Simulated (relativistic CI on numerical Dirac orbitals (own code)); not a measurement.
# Fe2+ in a cubic cluster: 3p photoemission with charge transfer

Computed with a charge-transfer multiplet model of a cubic metal-ligand cluster with up to 3 ligand holes, Slater and spin-orbit integrals from Dirac-Coulomb-Breit ions, Slater integrals scaled by 0.7. The ground state mixes d6 with configurations of k ligand holes L, whose averages lie at kΔ + k(k − 1)U_dd/2; a core hole lowers each added d electron by U_cd. 300 K, Lorentzian 0.9 eV and Gaussian 0.8 eV FWHM.

Atomic integrals in eV (Slater integrals scaled, ζ unscaled), ground: F2dd 7.632, F4dd 4.739, zeta_d 0.049; with the core hole: F2dd 8.436, F4dd 5.274, zeta_d 0.055, zeta_core 1.015, F2cd 9.099, G1cd 11.268, G3cd 6.862.

Cluster parameters (eV): Δ = 5.9, U_cd = 8.2, 10Dq = 0.9, 10Dq(ligand) = 1.4, V(eg) = 2.9, V(t2g) = -1.28, final-state hopping factor = 1.

| Case | n_d | d6 | d7L | d8L2 | d9L3 | S |
| --- | --- | --- | --- | --- | --- | --- |
| U_dd = 5.7 eV | 6.45 | 0.59 | 0.36 | 0.05 | 0.00 | 0.03 |
| U_dd = 6.4 eV | 6.44 | 0.60 | 0.36 | 0.04 | 0.00 | 0.03 |
| U_dd = 7.1 eV | 6.44 | 0.61 | 0.35 | 0.04 | 0.00 | 0.03 |

Weights, n_d and S are thermal averages at 300 K. Binding energies count from the first peak over 30 % of the highest in each spectrum, which can be another peak from case to case. The parameters are a model scan and need not match a compound or its usual spin state. Peaks in eV (height, largest 100):
- U_dd = 5.7 eV: 0.0 (100), 8.9 (37), 14.7 (17)
- U_dd = 6.4 eV: 0.0 (100), 9.1 (34), 14.8 (16)
- U_dd = 7.1 eV: 0.0 (100), 9.4 (32), 14.9 (15)

Curve for U_dd = 5.7 eV (points under 2 left out, the grid thinned):

```csv
E (eV),Intensity
-3.9,2.4
-3.2,3.5
-2.6,5.2
-1.9,9.6
-1.3,20.7
-0.6,64.7
0.0,100.0
0.7,70.6
1.3,47.6
2.0,24.2
2.6,14.5
3.3,9.7
3.9,9.3
4.6,11.4
5.2,13.9
5.9,18.6
6.5,21.3
7.2,24.7
7.8,30.9
8.5,36.0
9.1,37.0
9.8,28.7
10.5,18.3
11.1,12.4
11.8,9.4
12.4,9.1
13.1,10.5
13.7,13.2
14.4,16.3
15.0,16.2
15.7,12.8
16.3,9.7
17.0,7.4
17.6,6.5
18.3,5.7
18.9,4.7
19.6,3.7
20.2,3.5
20.9,4.2
21.5,4.6
22.2,3.8
22.8,3.0
23.5,2.8
24.1,2.4
24.8,2.1
```

For the case U_dd = 7.1 eV, Δ = 5.9 eV is smaller than U_dd = 7.1 eV, the charge-transfer side of the Zaanen-Sawatzky-Allen scheme. With the core hole the average of the configuration with one ligand hole lies at Δ − U_cd = -2.3 eV before mixing: the effective hopping of about 5.4 eV (from the holes of the mixed ground state) is comparable with this gap or larger, so the configurations mix strongly.
